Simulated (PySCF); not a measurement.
Compound: C3H11BBrN.
Numbering: `[CH3:1][CH2:2][CH2:3][B@@H-:4]([NH3+:5])[Br:6]` (hydrogens: H7, H8, H9 on C1; H10, H11 on C2; H12, H13 on C3; H14 on B4; H15, H16, H17 on N5)

Torsions of this conformer, `[CH3:1][CH2:2][CH2:3][B@@H-:4]([NH3+:5])[Br:6]`: C1–C2–C3–B4 179°, C2–C3–B4–N5 180°.

The closed-shell ground state was solved at several levels (PySCF, density fitting, gas phase). Geometry: PBE0-D3(BJ)/def2-SVP, one conformer, isolated molecule. Relativistic effects, spin–orbit coupling among them, are left out although an element past zinc is present.

```json
{"level": "B3LYP/pcJ-1 (pcSseg-1 on Br)", "basis functions": "286", "total energy (Eh)": "-2774.5565", "HOMO (eV)": "-6.60", "LUMO (eV)": "-0.30", "gap (eV)": "6.30", "dipole (D)": "6.03"}
{"level": "B3LYP/def2-SVPD", "basis functions": "229", "total energy (Eh)": "-2774.3674", "HOMO (eV)": "-6.75", "LUMO (eV)": "-0.80", "gap (eV)": "5.95", "dipole (D)": "5.91"}
{"level": "PBE0/pcSseg-1", "basis functions": "181", "total energy (Eh)": "-2773.9239", "HOMO (eV)": "-6.88", "LUMO (eV)": "0.05", "gap (eV)": "6.93", "dipole (D)": "6.12"}
```

Q: What might wB97X-D/pcSseg-1 (181 basis functions) give for the same quantities?

A: Total energy -2774.4769 Eh, HOMO -8.74 eV, LUMO 1.89 eV, gap 10.63 eV, dipole 6.21 D.

Q: Over all these levels, which gives the widest orbital gap and which the narrowest?

A: wB97X-D/pcSseg-1 (range-separated hybrid) has the widest, 10.63 eV, and B3LYP/def2-SVPD (global hybrid, 20 % exact exchange) the narrowest, 5.95 eV. Functional and basis both differ between the two, so the spread mixes both effects.

Q: How far do the dipole and the HOMO energy spread over the levels?

A: The dipole runs from 5.91 to 6.21 D (mean 6.07 D) and the HOMO from -8.74 to -6.60 eV.

wB97X-D is run here without its empirical dispersion term; that term would change no orbital, density or response property at a fixed geometry.
